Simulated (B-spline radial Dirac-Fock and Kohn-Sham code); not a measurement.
# Dipole and non-dipole photoemission parameters of Ba 3d5/2

System: the Ba atom, [Xe] 6s2; threshold 780.5 eV (tabulated edge). The computed values come from a radial B-spline solver: Dirac-Hartree-Slater photoionisation with a Latter tail; cross sections with all multipoles, angular parameters from the dipole term and its interference with E2.

For linearly polarised light dσ/dΩ = σ/(4π) [1 + β P₂(cos θ) + (δ + γ cos²θ) sin θ cos φ], with θ from the polarisation vector and φ the angle between the beam and the projection of the electron momentum on the plane normal to the polarisation.

```tsv
hν (eV)	σ (kb)	β	γ	δ
1040	844	0.761	-0.111	0.004
1253.6	538	1.000	-0.077	0.022
1460	362	1.113	-0.007	0.034
1486.9	?	?	?	?
2160	120	1.222	0.265	0.061
2750	58.1	1.214	0.468	0.079
4000	17.6	1.135	0.797	0.117
5140	7.59	1.055	1.017	0.151
7780	1.76	0.900	1.361	0.231
8047.8	1.56	0.886	1.387	0.239
9251.7	0.936	0.831	1.496	0.274
9730	0.776	0.811	1.533	0.288
12100	0.341	0.725	1.688	0.355
```

Q: Give the values at Al Kα (taken as 1486.9 eV).

A: σ = 345 kb, β = 1.123, γ = 0.004, δ = 0.035.
